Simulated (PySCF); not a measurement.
A structure optimised at B3LYP-D3(BJ)/def2-SVP, used in a PySCF frequency run:

```
Al
F 1 1.6691
C 1 1.9410 2 119.79
H 3 1.1013 1 113.06 2 180.00
H 3 1.1033 4 108.05 1 122.32
H 3 1.1033 4 108.05 5 115.35
S 1 2.1860 2 114.37 3 180.00
H 7 1.3546 1 93.15 2 180.00
```

Task: Write its SMILES, formula and point group.

Result: [CH3][Al]([F])[SH], CH4AlFS, Cs

Task: What are its rotational constants (standard atomic weights)?

Result: 5.7346, 2.9172, 1.9573 GHz
